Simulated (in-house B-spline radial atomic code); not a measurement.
## The scandium ion Sc⁵⁺: [Ne] 3s2 3p4

Level of theory: Dirac-Kohn-Sham CAM-B3LYP, spherical fractional occupations, Fermi nucleus of rms radius 3.5459 fm; calculated with a radial B-spline atomic code at the basis-set limit.

Z_r = [3n² - l(l+1)]/(2<r>); Z_e = n√(-2ε); the last column is Slater's effective charge. Values are occupation-weighted means over j.

| shell | electrons | ε (eV) | <r> (bohr) | Z_r | Z_e | Slater |
| --- | --- | --- | --- | --- | --- | --- |
| 1s | 2 | -4511.9 | 0.07302 | 20.54 | 18.21 | 20.70 |
| 2s | 2 | -567.74 | 0.3422 | 17.53 | 12.92 | 16.85 |
| 2p | 6 | -480 | 0.3065 | 16.31 | 11.88 | 16.85 |
| 3s | 2 | -130.84 | 1.01 | 13.37 | 9.30 | 10.45 |
| 3p | 4 | -104.69 | 1.058 | 11.82 | 8.32 | 10.45 |

The least bound orbital is 3p3/2 at -104.5 eV, and it is also the most diffuse (<r> = 1.06 bohr).

Spin-orbit splittings of the orbital energies (j = l + 1/2 above j = l - 1/2 when positive): 2p 4.694 eV, 3p 0.6384 eV.

For the 1s electron the small component carries 0.565 % of the norm, the zero-frequency Breit interaction raises the level by 4.213 eV, self-energy by 1.978 eV, and vacuum polarisation lowers it by 0.1499 eV.

The density falls to 0.001 bohr⁻³ at 2.472 bohr; Σ<r²> = 8.5055 bohr² gives, by the non-relativistic formula and without the paramagnetism of open shells, a Langevin diamagnetic susceptibility of -6.736×10⁻⁶ cm³/mol.

Caution: exact exchange at fractional occupations of open shells leaves self-interaction of up to several eV.
